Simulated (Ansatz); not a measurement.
Gas-phase electronic energies from Ansatz, PBE0-D4/def2-TZVP geometries. CCSD(T)/CBS adds triple-zeta CCSD(T) − MP2 to the extrapolated MP2 energy (def2 sets, frozen cores). Functionals use def2-TZVPP. B3LYP here is the variant with VWN-RPA as its local correlation; programs differ in this. For Ge outer-core shells are correlated without core-valence functions, which leaves a few kJ/mol of doubt a bond. Scalar relativity is left out up to krypton. One conformer a species, not always the lowest.

Reaction (cleavage of the Si–Ge bond): `C=C[SiH](O)[GeH2][OH]` + `O[SiH2]O` → `C=C[SiH](O)O[SiH2]O` + `[OH][GeH3]`

```
             level  ΔE (kcal/mol)
          B3LYP-D4          -28.8
CCSD(T)/def2-TZVPP          -29.3
```

Q: What does CCSD(T)/CBS give? (An estimate is asked.)

A: Ansatz gave: -28.7 kcal/mol. The listed levels differ from it by -0.1, -0.6 kcal/mol.

Largest T1 diagnostic among the species: 0.012.

In def2-TZVPP, CCSD(T) changes the Hartree–Fock value by +6.8 kcal/mol (the triples alone add +0.9 kcal/mol) and MP2 by +6.4 kcal/mol. From PBE to PBE0 (25 % exact exchange), in def2-TZVPP and without D4, ΔE moves by −2.7 kcal/mol.
